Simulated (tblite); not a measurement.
A geometry optimisation, step by step.

Species: C₈H₁₁ClO.
SMILES with atom numbers: `[CH2:1]=[CH:2]/[C:3]([C:4](=[O:5])[Cl:6])=[C:7](\[CH3:8])[CH2:9][CH3:10]` (hydrogens: H11, H12 on C1; H13 on C2; H14, H15, H16 on C8; H17, H18 on C9; H19, H20, H21 on C10)

Computed with GFN2-xTB (tblite), gas phase: L-BFGS steps from a force-field or distance-geometry start until the largest atomic force falls under 0.01 eV/Å. 7 of its 210 geometries are shown.

Step 0: E = -850.9303 eV, largest atomic force 4.708 eV/Å
```
atom  x, y, z in Å  |  force x, y, z in eV/Å
C1      3.247   -0.059   -0.309    0.919  -1.210   0.066
C2      1.980   -0.424   -0.239    0.808  -0.637   0.216
C3      0.813    0.420   -0.276    0.271   0.560  -0.109
C4      0.820    1.875   -0.417   -3.973   2.525   0.044
O5     -0.243    2.583   -0.429    3.995  -2.413   0.052
Cl6     2.286    2.831   -0.546   -0.190  -0.322  -0.002
C7     -0.369   -0.230   -0.179    0.420  -0.469   0.377
C8     -0.361   -1.740   -0.012   -1.105   0.471  -0.629
C9     -1.690    0.372   -0.239   -2.532  -2.108  -1.636
C10    -2.491    0.306    1.054   -0.914   1.144   0.640
H11     3.982   -0.867   -0.251   -0.067   0.450  -0.046
H12     3.638    0.913   -0.420    0.159   0.585  -0.074
H13     1.847   -1.518   -0.103   -0.079   1.171  -0.189
H14     0.189   -2.074    0.863   -0.313   0.025   0.096
H15    -1.435   -2.031    0.013    0.937  -0.316   0.169
H16     0.120   -2.169   -0.902   -0.393  -0.075   0.264
H17    -2.285   -0.385   -0.897    0.768   0.802   0.471
H18    -1.849    1.289   -0.787    0.539   0.403   0.410
H19    -3.557    0.204    0.769    0.461   0.113   0.360
H20    -2.413    1.273    1.622    0.162  -1.065  -0.346
H21    -2.239   -0.550    1.686    0.127   0.365  -0.132
```

Step 35: E = -851.8019 eV, largest atomic force 0.182 eV/Å
```
atom  x, y, z in Å  |  force x, y, z in eV/Å
C1      3.289    0.034   -0.237   -0.018  -0.007   0.004
C2      2.026   -0.370   -0.169   -0.005   0.037  -0.060
C3      0.764    0.373   -0.251   -0.001   0.001   0.090
C4      0.673    1.834   -0.238   -0.174   0.037  -0.039
O5     -0.246    2.485    0.164    0.099  -0.080   0.017
Cl6     2.039    2.748   -0.895    0.022   0.024  -0.132
C7     -0.408   -0.328   -0.255    0.002  -0.015  -0.156
C8     -0.434   -1.814   -0.054   -0.007   0.012   0.004
C9     -1.782    0.245   -0.431    0.010   0.011   0.073
C10    -2.394    0.397    0.968    0.023   0.036   0.055
H11     4.069   -0.708   -0.157    0.034   0.091  -0.020
H12     3.605    1.050   -0.386    0.026  -0.100   0.097
H13     1.877   -1.435   -0.056    0.013   0.067   0.025
H14     0.116   -2.084    0.845    0.009  -0.072  -0.014
H15    -1.461   -2.143    0.067   -0.006  -0.110  -0.063
H16     0.004   -2.340   -0.902   -0.035  -0.003   0.019
H17    -2.374   -0.453   -1.029   -0.013   0.035   0.056
H18    -1.789    1.211   -0.937    0.098  -0.029   0.102
H19    -3.420    0.757    0.931    0.083  -0.030  -0.107
H20    -1.791    1.111    1.522   -0.090   0.048   0.067
H21    -2.372   -0.554    1.499   -0.072   0.048  -0.017
```

Step 70: E = -852.0143 eV, largest atomic force 0.086 eV/Å
```
atom  x, y, z in Å  |  force x, y, z in eV/Å
C1      3.218    0.239    0.003   -0.008  -0.005   0.002
C2      2.069   -0.416   -0.127   -0.025   0.032   0.013
C3      0.756    0.213   -0.165   -0.044  -0.012  -0.056
C4      0.725    1.687   -0.226    0.074  -0.034  -0.027
O5      0.361    2.477    0.575   -0.003   0.004   0.048
Cl6     1.341    2.270   -1.805    0.004  -0.001  -0.012
C7     -0.410   -0.460   -0.230   -0.037  -0.008  -0.053
C8     -0.486   -1.955   -0.167    0.031  -0.006   0.007
C9     -1.718    0.263   -0.377   -0.024   0.026   0.007
C10    -2.354    0.524    0.991   -0.006  -0.024   0.030
H11     4.162   -0.278   -0.035   -0.005  -0.004   0.076
H12     3.264    1.306    0.142    0.008  -0.002  -0.035
H13     2.074   -1.492   -0.226    0.000   0.022  -0.045
H14     0.024   -2.332    0.717   -0.024  -0.023   0.024
H15    -1.524   -2.279   -0.143    0.046  -0.003   0.031
H16    -0.011   -2.404   -1.040   -0.017   0.029  -0.006
H17    -2.400   -0.336   -0.987    0.016  -0.012   0.027
H18    -1.573    1.217   -0.885    0.016   0.045  -0.011
H19    -3.291    1.061    0.875   -0.029  -0.016  -0.026
H20    -1.689    1.125    1.603    0.036   0.026  -0.006
H21    -2.549   -0.412    1.508   -0.008  -0.031   0.015
```

Step 104: E = -852.0262 eV, largest atomic force 0.018 eV/Å
```
atom  x, y, z in Å  |  force x, y, z in eV/Å
C1      3.206    0.225    0.049   -0.006   0.006   0.001
C2      2.059   -0.413   -0.162    0.009  -0.002   0.007
C3      0.752    0.225   -0.230    0.002   0.003   0.005
C4      0.753    1.699   -0.287    0.006   0.012   0.002
O5      0.426    2.490    0.530   -0.004   0.000  -0.012
Cl6     1.361    2.273   -1.870    0.010   0.007  -0.004
C7     -0.418   -0.440   -0.260   -0.001  -0.001   0.002
C8     -0.487   -1.934   -0.161   -0.003  -0.003   0.000
C9     -1.730    0.279   -0.376   -0.002   0.003   0.003
C10    -2.352    0.491    1.007   -0.004  -0.010  -0.002
H11     4.141   -0.306    0.083   -0.007   0.000  -0.001
H12     3.258    1.290    0.199   -0.011  -0.004   0.002
H13     2.061   -1.486   -0.291    0.007   0.001  -0.007
H14     0.053   -2.293    0.713   -0.001  -0.008  -0.008
H15    -1.521   -2.260   -0.088    0.002  -0.003   0.000
H16    -0.046   -2.395   -1.045   -0.009  -0.006   0.007
H17    -2.411   -0.314   -0.992   -0.001  -0.007   0.012
H18    -1.598    1.248   -0.860    0.007   0.010   0.010
H19    -3.333    0.950    0.910    0.007   0.008   0.002
H20    -1.719    1.144    1.603   -0.002  -0.005  -0.017
H21    -2.463   -0.456    1.529    0.001  -0.001  -0.002
```

Step 139: E = -852.0352 eV, largest atomic force 0.081 eV/Å
```
atom  x, y, z in Å  |  force x, y, z in eV/Å
C1      3.168    0.165    0.142    0.019   0.015   0.010
C2      2.047   -0.403   -0.280   -0.022  -0.003   0.014
C3      0.751    0.275   -0.326   -0.002   0.009  -0.019
C4      0.759    1.733   -0.473   -0.026   0.056   0.013
O5      0.142    2.558    0.119    0.055  -0.043  -0.041
Cl6     1.833    2.256   -1.808   -0.026  -0.005   0.041
C7     -0.426   -0.387   -0.265    0.003   0.003  -0.003
C8     -0.472   -1.879   -0.133    0.005   0.000   0.001
C9     -1.760    0.293   -0.331   -0.004  -0.014   0.010
C10    -2.350    0.433    1.077    0.008  -0.011   0.002
H11     4.100   -0.371    0.168   -0.007  -0.024  -0.012
H12     3.199    1.187    0.480    0.011   0.030   0.023
H13     2.053   -1.438   -0.587    0.001  -0.019  -0.035
H14     0.212   -2.236    0.633    0.002   0.019   0.014
H15    -1.476   -2.211    0.115   -0.022   0.009  -0.006
H16    -0.190   -2.345   -1.078    0.008  -0.005  -0.013
H17    -2.434   -0.309   -0.946    0.003  -0.006   0.014
H18    -1.683    1.285   -0.775   -0.003  -0.026  -0.012
H19    -3.355    0.844    1.025    0.010   0.019  -0.013
H20    -1.730    1.101    1.669   -0.007   0.001  -0.009
H21    -2.397   -0.532    1.574   -0.007  -0.005   0.023
```

Step 174: E = -852.0466 eV, largest atomic force 0.023 eV/Å
```
atom  x, y, z in Å  |  force x, y, z in eV/Å
C1      3.107    0.049    0.207    0.000   0.006   0.007
C2      2.023   -0.376   -0.423   -0.009  -0.002   0.006
C3      0.729    0.322   -0.407    0.002  -0.006   0.002
C4      0.719    1.772   -0.557    0.007  -0.012  -0.014
O5     -0.054    2.568   -0.126   -0.013   0.013   0.013
Cl6     2.050    2.364   -1.593   -0.004   0.001   0.001
C7     -0.433   -0.365   -0.281    0.000  -0.001  -0.014
C8     -0.409   -1.851   -0.100    0.004   0.006   0.001
C9     -1.793    0.256   -0.314    0.004   0.000   0.004
C10    -2.326    0.461    1.108    0.003   0.001   0.001
H11     4.033   -0.498    0.165   -0.003   0.003   0.005
H12     3.112    0.956    0.789    0.002  -0.003  -0.002
H13     2.049   -1.303   -0.979    0.000  -0.008  -0.002
H14     0.310   -2.138    0.665    0.003  -0.006  -0.005
H15    -1.392   -2.220    0.181    0.002  -0.005  -0.006
H16    -0.117   -2.340   -1.030   -0.004   0.004   0.002
H17    -2.469   -0.410   -0.857    0.002   0.006   0.003
H18    -1.775    1.222   -0.817   -0.005  -0.009  -0.007
H19    -3.335    0.861    1.069   -0.001   0.003   0.006
H20    -1.693    1.167    1.639    0.004   0.005  -0.004
H21    -2.344   -0.477    1.658    0.005   0.003   0.000
```

Step 209: E = -852.0487 eV, largest atomic force 0.009 eV/Å
```
atom  x, y, z in Å  |  force x, y, z in eV/Å
C1      3.076    0.046    0.253    0.002   0.000   0.006
C2      2.015   -0.374   -0.419    0.000   0.004  -0.001
C3      0.716    0.315   -0.418   -0.002  -0.002  -0.002
C4      0.698    1.766   -0.566    0.001   0.004   0.004
O5     -0.093    2.555   -0.155    0.004  -0.006  -0.005
Cl6     2.050    2.370   -1.566   -0.001   0.001   0.002
C7     -0.441   -0.379   -0.304    0.001  -0.003   0.003
C8     -0.407   -1.867   -0.139    0.002   0.002  -0.001
C9     -1.803    0.238   -0.316    0.002  -0.002   0.002
C10    -2.276    0.498    1.118    0.001  -0.002  -0.003
H11     4.008   -0.492    0.231   -0.001   0.000  -0.003
H12     3.052    0.940    0.853    0.004   0.004   0.001
H13     2.065   -1.289   -0.996   -0.002  -0.001  -0.002
H14     0.330   -2.161    0.605   -0.003  -0.003  -0.001
H15    -1.382   -2.244    0.158    0.004  -0.002   0.000
H16    -0.135   -2.342   -1.083   -0.004  -0.001   0.001
H17    -2.499   -0.448   -0.806    0.000   0.006  -0.002
H18    -1.804    1.184   -0.857   -0.005  -0.004   0.001
H19    -3.292    0.885    1.109   -0.002   0.004   0.000
H20    -1.629    1.232    1.589   -0.002   0.003   0.002
H21    -2.257   -0.417    1.706    0.002   0.000  -0.001
```

Problem. Summarise the path.

Solution. The energy falls by 25.79 kcal/mol from step 0 to step 209; nine tenths of that is first reached at step 50. It never rises by more than 0.2 meV. The largest force goes from 4.708 to 0.009 eV/Å. Among the bonds C4=O5 changes most, from 1.278 to 1.191 Å; the atoms move by 0.575 Å rms after alignment.

What follows is the cost of the whole relaxation. The run took 1.6 s on one thread, Arm Neoverse V2 (aarch64), shared host.
